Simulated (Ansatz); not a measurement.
Computed with Ansatz on PBE0-D4/def2-TZVP structures; ΔE is electronic, products minus reactants. CBS: MP2 limit from def2 TZ/QZ plus the TZ coupled-cluster correction, frozen cores. DFT in def2-TZVPP. B3LYP here is the variant with VWN-RPA as its local correlation; programs differ in this. HSE06 is defined as in plane-wave codes. For Ga outer-core shells are correlated without core-valence functions, which leaves a few kJ/mol of doubt a bond. Scalar relativity is left out up to krypton. Each species was taken in one conformer, which may not be the lowest.

Reaction (redistribution): `[NH2][Ga]([NH2])[Cl]` + `OB(Cl)O[SiH3]` → `[NH2][Ga]([Cl])[O][SiH3]` + `NB(O)Cl`

`[NH2][Ga]([NH2])[Cl]`:

```xyz
8

N     0.120   -0.285   -1.620
Ga   -0.123    0.443    0.016
N     0.074   -0.415    1.595
Cl   -0.697    2.509    0.091
H     0.197    0.313   -2.426
H     0.621   -1.148   -1.748
H     0.092   -1.419    1.654
H    -0.284    0.002    2.438
```

`OB(Cl)O[SiH3]`:

```xyz
9

O    -0.347   -0.446    1.643
B    -0.121   -1.127    0.493
Cl   -0.150   -2.902    0.486
O     0.127   -0.474   -0.655
Si    0.227    1.145   -1.003
H    -0.513   -1.011    2.400
H     0.514    1.239   -2.452
H     1.324    1.765   -0.221
H    -1.061    1.811   -0.691
```

`[NH2][Ga]([Cl])[O][SiH3]`:

```xyz
10

N    -0.563   -0.199    2.538
Ga   -0.216    0.493    0.921
Cl   -0.277    2.593    0.567
O     0.119   -0.574   -0.446
Si    0.421   -0.407   -2.045
H    -0.407   -1.171    2.744
H    -0.626    0.373    3.361
H     0.628   -1.762   -2.618
H    -0.721    0.245   -2.743
H     1.642    0.411   -2.279
```

`NB(O)Cl`:

Cartesian coordinates in Å:
```
N -0.064 0.196 -1.087
B 0.120 -0.107 0.260
O -0.793 0.281 1.192
Cl 1.576 -1.017 0.761
H 0.586 -0.074 -1.800
H -0.869 0.705 -1.408
H -0.556 0.015 2.082
```

| level | ΔE (kJ/mol) | difference from CCSD(T)/CBS |
| --- | --- | --- |
| LDA (SPW92) | -16.1 | -1.7 |
| PBE-D4 | -18.8 | -4.4 |
| revPBE-D4 | -19.1 | -4.7 |
| BLYP-D4 | -18.8 | -4.4 |
| B97M-V | -19.4 | -5.0 |
| PBE0-D4 | -18.9 | -4.5 |
| B3LYP-D4 | -18.9 | -4.5 |
| HSE06-D4 | -19.0 | -4.6 |
| B2PLYP | -18.7 | -4.3 |
| r2SCAN0 | -18.5 | -4.1 |
| CAM-B3LYP | -17.3 | -2.9 |
| LC-ωPBE | -18.2 | -3.8 |
| RPA@PBE/def2-TZVPP | -17.3 | -2.9 |
| MP2/def2-TZVPP | -19.2 | -4.8 |
| SCS-MP2/def2-QZVPP | -18.0 | -3.6 |
| CCSD/CBS(def2) | -14.3 | 0.1 |
| CCSD(T)/CBS | -14.4 | 0 |

Largest T1 diagnostic among the species: 0.012.

At CCSD(T), def2-SVP lies −7.0 kJ/mol from the extrapolated value and def2-TZVPP −3.5 kJ/mol. Leaving LDA and LC-ωPBE aside and taking each functional with its dispersion term where it has one, the values, not all of them listed here, spread over 3.1 kJ/mol, from BHLYP-D4 to ωB97M-V.
